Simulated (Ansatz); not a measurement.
`BN[SiH3]` + `O[SiH2]F` → `BO[SiH2]F` + `N[SiH3]` at 500 K and 1 bar (ligand exchange at a B–N bond).

Calculated with Ansatz (gas phase, PBE0-D4/def2-TZVP geometries, no zero-point term in ΔE). CBS: MP2 limit from def2 TZ/QZ plus the TZ coupled-cluster correction, frozen cores. This one scheme is used for every species. Each species was taken in one conformer, which may not be the lowest.

```tsv
species	CCSD(T)/CBS energy (Eh)	H − E (kJ/mol)	S (J/(mol·K))
`BN[SiH3]`	-372.22946	202.1	342.4
`O[SiH2]F`	-465.96250	118.8	315.1
`BO[SiH2]F`	-491.38453	158.6	364.5
`N[SiH3]`	-346.80422	161.3	303.9
```

H − E and S are ideal-gas, rigid-rotor, harmonic terms from PBE0-D4/def2-TZVP, for one conformer and one mirror image of each species. 1 Eh = 2625.50 kJ/mol, R = 8.31446 J/(mol·K).

Problem. By hand: ΔE, ΔH, ΔS and ΔG.

Solution. ΔE = (-491.38453) + (-346.80422) − (-372.22946) − (-465.96250) = 0.00321 Eh = 8.4 kJ/mol. Δ(H − E) = 158.6 + 161.3 − 202.1 − 118.8 = -1.0, so ΔH = 7.4 kJ/mol. ΔS = 364.5 + 303.9 − 342.4 − 315.1 = 10.9 J/(mol·K). ΔG = 7.4 − 500 × (10.9)/1000 = 2.0 kJ/mol.

Problem. By hand: the equilibrium constant, and the temperature at which ΔG would vanish if ΔH and ΔS stayed fixed.

Solution. log₁₀ K = −ΔG/(RT ln 10) = -0.2. ΔG = 0 at ΔH/ΔS = 679 K, though so small a ΔH makes that figure unsure.

TΔS isn't small against ΔH here. The sign of ΔG lies within the doubt. A doubt of 5 kJ/mol in ΔE shifts log₁₀ K by 0.5 here. Other conformers and mirror images would add mixing entropy, several J/(mol·K) or more a flexible species. Modes under 60 cm⁻¹, often nearly free rotors, make the harmonic entropy too high. These are equilibria of isolated gas molecules and say nothing of rates. Largest T1 diagnostic: 0.013 (customary marks: 0.02 for closed shells, 0.045 for open ones).
